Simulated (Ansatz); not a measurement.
Ansatz (a program for electronic structure) input:

Ansatz 0.2 input:
```yaml
crystal:
  periodic: [false, false, false]
  atoms:
    - {symbol: Te, position_ang: [0.07363755, -0.06219547, 0.85905625]}
    - {symbol: F, position_ang: [0.65388865, 1.17093372, -0.44023427]}
    - {symbol: F, position_ang: [-0.71837282, -1.17351140, -0.43827546]}
basis:
  gaussian:
    orbitals: def2-TZVP
hamiltonian:
  xc: b3lyp
  dispersion: d3bj
total_charge: 1
magnetization: {spin_polarized: true, initial_magnetization: 1}
relax: {f_tol: 0.002, max_steps: 150}
```

Problem. Predict the final energy.

Solution. -467.55336 Eh (B3LYP-D3(BJ)/def2-TZVP). The basis has 112 functions.
